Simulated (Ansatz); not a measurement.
Basis sets compared for Sr6Te6. The state is a singlet with charge 0. Geometry PBE0-D4/def2-SVP. Ansatz on 6 threads of Intel Xeon on a shared host; times are rough, and most runs start from earlier orbitals.

```xyz
12

Sr    4.264    2.975    0.376
Sr   -5.062    2.396    0.964
Sr    5.074   -2.421   -0.780
Sr    0.611   -5.521   -1.344
Sr   -0.631    5.524    1.283
Sr   -4.256   -2.954   -0.494
Te    5.829    0.444   -0.171
Te   -5.786   -0.440    0.207
Te   -3.600    4.984    1.543
Te    3.595   -5.008   -1.316
Te   -2.396   -5.243   -1.170
Te    2.358    5.264    0.903
```

In the def2 sets Sr, Te take a core potential; there is no spin–orbit coupling. The structure comes from a short search, and lower isomers may exist.

Binding counts from free atoms (Sr singlet, Te triplet) in the same basis, without a counterpoise term.

```tsv
level	functions	energy (Eh)	HOMO (eV)	LUMO (eV)	binding per atom (eV)	wall time
PBE-D4/def2-SVP	294	-1792.9381	-4.39	-2.53	2.53	6 s
PBE0-D4/def2-SVP	294	-1793.0434	-5.25	-1.95	2.54	16 s
```

(1) Estimate the rows for PBE-D4/def2-TZVP (with forces), PBE0-D4/def2-TZVP.

Answers

(1) 
```json
{"level": "PBE-D4/def2-TZVP (with forces)", "functions": "498", "energy (Eh)": "-1793.0477", "HOMO (eV)": "-4.41", "LUMO (eV)": "-2.54", "binding per atom (eV)": "2.50", "wall time": "14 s"}
{"level": "PBE0-D4/def2-TZVP", "functions": "498", "energy (Eh)": "-1793.1463", "HOMO (eV)": "-5.26", "LUMO (eV)": "-1.94", "binding per atom (eV)": "2.52", "wall time": "35 s"}
```
